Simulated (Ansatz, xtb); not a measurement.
System: CCl (charge 0, doublet). SMILES: [C]Cl
Geometry from a B3LYP-D3(BJ)/def2-TZVP (Ansatz, a first-principles code) optimisation:
```
C
Cl 1 1.6564
```
Charge 0, spin multiplicity 2.

Harmonic wavenumbers from GFN2-xTB (xtb, at its own minimum), cm⁻¹: 984.

Question: Give the harmonic wavenumbers at B3LYP-D3(BJ)/def2-TZVP (Ansatz, finite differences of forces, unscaled).

Answer: 852 cm⁻¹. Zero-point energy 1.2 kcal/mol.

Question: From these and the geometry, give the ideal-gas thermochemistry at 298.15 K and 1 atm (rigid rotor, harmonic oscillator).

Answer: Point group C∞v, rotational symmetry number 1. Rotational constants 20.53, 20.53 GHz. S(trans) 37.50, S(rot) 13.34, S(vib) 0.17, S(elec, spin only) 1.38, S 52.4 cal/(mol K). H(298) - H(0) 2.11 kcal/mol; G - E(el) -12.3 kcal/mol.
